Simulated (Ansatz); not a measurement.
A nudged elastic band was laid between two geometries of ClH + GeH6Si (10 atoms, charge 0, multiplicity 1).

All numbers below come from RKS PBE/def2-SVP in Ansatz.

| Item | Value |
| --- | --- |
| movable images | 5 |
| climbing image | yes |
| spring | 5.0 eV/Å² |
| optimiser | quadratic models (default) |
| start path | through a guess of the saddle point |
| force threshold | 0.05 eV/Å |
| iteration limit | 60 |
| end points | relaxed |

Image 0:

```xyz
10
Properties=species:S:1:pos:R:3
Ge -1.360 0.413 -0.051
Si 0.328 -1.245 0.324
H -1.323 0.901 -1.521
H -1.167 1.619 0.899
H -2.753 -0.218 0.222
H 2.113 1.032 -0.542
Cl 1.997 2.329 -0.522
H 0.593 -1.434 1.793
H -0.059 -2.568 -0.279
H 1.631 -0.829 -0.323
```

Image 6:

```xyz
10
Properties=species:S:1:pos:R:3
Ge -1.462 1.562 -0.335
Si 1.333 -1.629 0.383
H -2.656 2.295 -0.992
H -1.503 1.672 1.207
H -1.388 0.083 -0.790
H 1.730 -0.460 -0.472
Cl 0.367 2.538 -1.017
H 0.613 -1.130 1.605
H 0.415 -2.533 -0.392
H 2.554 -2.397 0.803
```

Task: What changes between the two ends?

Result: Bonds broken: Ge1–Si2, H6–Cl7. Bonds formed: Ge1–Cl7, Si2–H6. ClH + GeH6Si becomes ClGeH3 + H4Si.

Task: What energy profile does the band end with?

Result: It converged. The highest image is number 3 of 0 to 6, 166.8 kJ/mol above the first end and 210.3 kJ/mol above the last; the last end lies 43.4 kJ/mol below the first. Neighbouring images differ by up to 1.6 eV, so the band resolves the path poorly. A vibrational analysis at the climbing image gives one clearly imaginary mode, 801i cm⁻¹: a first-order saddle point. The orbitals stay closed-shell, which can raise the energy where a bond breaks towards radicals; this wasn't checked here.

```csv
image,path coordinate (Å),energy (kJ/mol),Ge1–Si2 (Å),H6–Cl7 (Å),Ge1–Cl7 (Å)
0,0.00,0.0,2.40,1.30,3.89
1,0.95,4.2,2.40,1.30,3.64
2,1.90,46.0,2.46,1.33,3.17
3,2.85,166.8,2.74,1.79,2.66
4,4.19,12.5,3.48,2.26,2.23
5,5.52,-42.2,4.20,2.94,2.18
6,6.86,-43.4,4.30,3.34,2.18
```

Task: What is the geometry of the highest image?

Result: 
```xyz
10
Properties=species:S:1:pos:R:3:forces:R:3
Ge -0.967 0.904 -0.141 -0.01 0.01 0.01
Si 0.709 -1.225 0.271 0.00 -0.04 0.01
H -1.483 1.333 -1.529 0.00 -0.01 0.01
H -1.032 1.881 1.050 -0.01 -0.01 -0.02
H -1.818 -0.367 0.266 0.00 0.02 0.00
H 0.812 0.407 -0.309 0.01 0.01 0.01
Cl 1.339 2.032 -0.837 -0.01 0.00 -0.01
H 0.268 -1.362 1.700 0.00 0.00 -0.03
H -0.024 -2.176 -0.631 0.01 0.02 0.02
H 2.196 -1.426 0.161 0.00 -0.01 0.00
```

Run time: 2.2 min on 2 threads of Arm Neoverse V1, on a shared host, peak memory 0.12 GiB.
